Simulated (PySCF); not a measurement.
## Assignment exercise: C9H10

Cartesian coordinates in Å; atom numbers follow the order of the lines, from 1:
```xyz
19

C     2.4562    0.4975   -0.1644
C     2.3201   -0.8538   -0.4878
C     1.0659   -1.4667   -0.4517
C    -0.0481   -0.7123   -0.0939
C     0.0884    0.6439    0.2309
C     1.3398    1.2534    0.1993
C    -1.2487    1.2271    0.6055
C    -2.2468    0.1996    0.0460
C    -1.4869   -1.1374    0.0389
H     3.4422    0.9674   -0.2012
H     3.2003   -1.4338   -0.7760
H     0.9623   -2.5246   -0.7079
H     1.4493    2.3120    0.4501
H    -1.3295    1.3019    1.7056
H    -1.4055    2.2422    0.2092
H    -3.1876    0.1581    0.6139
H    -2.5032    0.4739   -0.9901
H    -1.6301   -1.6812    0.9908
H    -1.8145   -1.8165   -0.7633
```

Relativity neglected, isolated molecule, fast rotation and ring inversion assumed for equivalent nuclei, one computed conformer. Shieldings: GIAO PBE0/pcSseg-1; geometry: PBE0-D3(BJ)/def2-SVP; PySCF 2.14.0 with density-fitted response routines.

References, each an isolated molecule treated in the same way: ¹³C (184.41 ppm) and ¹H (31.27 ppm) vs TMS.

Question: Assign these signals to the numbered atoms. ¹³C{¹H} NMR (computed): δ 149.1 (C), 131.8 (CH), 129.7 (CH), 35.9 (CH2), 28.5 (CH2).

Answer: 
149.1 → C4/C5, substituted aromatic carbon
131.8 → C1/C2, aromatic CH: the aromatic region
129.7 → C3/C6, aromatic CH
35.9 → C7/C9, sp3 CH2 on an aromatic ring: aliphatic region, no heteroatom directly attached
28.5 → C8, sp3 CH2 in a ring: saturated and bonded to C and H only

Question: Assign these signals to the numbered atoms. ¹H NMR (400 MHz, computed): δ 7.36 (m, 2H), 7.26 (m, 2H), 2.86 (m, 4H), 1.93 (m, 2H).

Answer: 
```tsv
δ (ppm)	atoms	environment	reason
7.36	H12/H13	hydrogen on an aromatic CH	aromatic region
7.26	H10/H11	hydrogen on an aromatic CH	–
2.86	H14/H15/H18/H19	hydrogen on an sp3 CH2 on an aromatic ring	benzylic-type position, deshielded by the ring
1.93	H16/H17	hydrogen on an sp3 CH2 in a ring	–
```

H12/H13 and H10/H11 lie closer than the usual error of such a calculation, so a measured spectrum could show them in the other order.

Shifts are as computed. Against solution values, carbons near 30 ppm lie about +2 ppm off and those near 130 ppm about +5 ppm. Of 1211 compounds with measured shifts, 218 miss one by over three times the rms of a fit or turn the order of signals round; such compounds aren't used in these exercises. Multiplicities follow the n + 1 count of equivalent neighbours, as no J values were calculated; m marks all less simple cases, F and P coupling included.
